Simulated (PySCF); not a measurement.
H2O, charge +1, multiplicity 2. Atoms are numbered in the order given.

```xyz
3

O      0.0000     0.0000    -0.1159
H      0.0000     0.8204     0.4634
H      0.0000    -0.8204     0.4634
```
Charge +1, spin multiplicity 2.

Geometry: PBE0-D3(BJ)/def2-TZVPD.

These are PBE/def2-TZVPD run with PySCF values and carry that method's errors.

The molecule is in vacuum.

Computed frontier levels, dipole moment and polarisability:
- α spin, highest occupied and lowest empty level = -21.49 and -8.85 eV
- β spin, highest occupied and lowest empty level = -20.79 and -18.03 eV
- dipole moment about the centre of nuclear charge = 2.06 D
- mean static polarisability = 5.4 bohr³ (0.81 Å³)
- polarisability, principal values = 4.4, 5.4, 6.6 bohr³
- ⟨S²⟩ = 0.752 (pure state 0.75)
